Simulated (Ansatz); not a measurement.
Wavefunction ladder for C₂H₈AlClSi

Cartesian coordinates in Å:
```
C -1.861 -0.213 -0.509
C -0.751 0.600 -1.104
Cl -0.490 2.174 -0.084
Al 1.155 0.488 -0.613
Si 1.697 -0.735 1.439
H -1.973 -1.115 -1.121
H -1.632 -0.533 0.510
H -2.822 0.308 -0.505
H -0.996 0.994 -2.090
H 2.214 1.090 -1.628
H 2.295 -2.070 1.139
H 0.486 -0.984 2.275
H 2.679 -0.005 2.292
```

Charge 0, multiplicity 1. The bonds changed during the relaxation, so this is another structure than the one it started from. The structure was optimised at the PBE0-D4/def2-TZVP level. It is one conformer, not always the lowest. Frozen core, restricted reference, the Gaussian-basis code of Ansatz. CBS rows extrapolate triple and quadruple zeta; past MP2 they add the triple-zeta difference.

```csv
basis,HF (Eh),MP2 corr.
def2-SVP,-1070.36202,-0.58621
def2-TZVPP,-1070.79328,-0.74828
def2-QZVPP,-1070.82556,-0.80500
```

**Question.** Estimate the CCSD correlation energy and the (T) correction in each basis where they were run (hartree).

**Answer.** 
```
     basis  CCSD corr.       (T)
  def2-SVP    -0.66068  -0.01899
def2-TZVPP    -0.82045  -0.03363
 CBS(def2)    -0.91918     as TZ
```
